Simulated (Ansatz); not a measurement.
`C=C[SiH](N)CC` + H₂S → `CCS` + `C=C[SiH2]N`  (substitution at a C–Si bond)

Computed with Ansatz on PBE0-D4/def2-TZVP structures; ΔE is electronic, products minus reactants. CCSD(T)/CBS adds triple-zeta CCSD(T) − MP2 to the extrapolated MP2 energy (def2 sets, frozen cores). This one scheme is used for every species. Functionals use def2-TZVPP. One conformer a species, not always the lowest.

| level | ΔE (eV) |
| --- | --- |
| BHLYP | 0.40 |
| RPA@PBE/def2-TZVPP | 0.46 |
| CCSD/def2-TZVPP | 0.47 |
| MP2/def2-QZVPP | 0.47 |

**Question.** What does CCSD(T)/CBS give? (An estimate is asked.)

**Answer.** The calculation gave: +0.47 eV. The listed levels differ from it by -0.07, -0.01, 0.00, 0.00 eV.

Largest T1 diagnostic among the species: 0.011.

Leaving LDA and LC-ωPBE aside and taking each functional with its dispersion term where it has one, the values, not all of them listed here, spread over 0.06 eV, from B2PLYP to ωB97M-V. LDA lies +0.06 eV from PBE without D4. From BLYP to BHLYP (50 % exact exchange), in def2-TZVPP and without D4, ΔE moves by +0.04 eV.
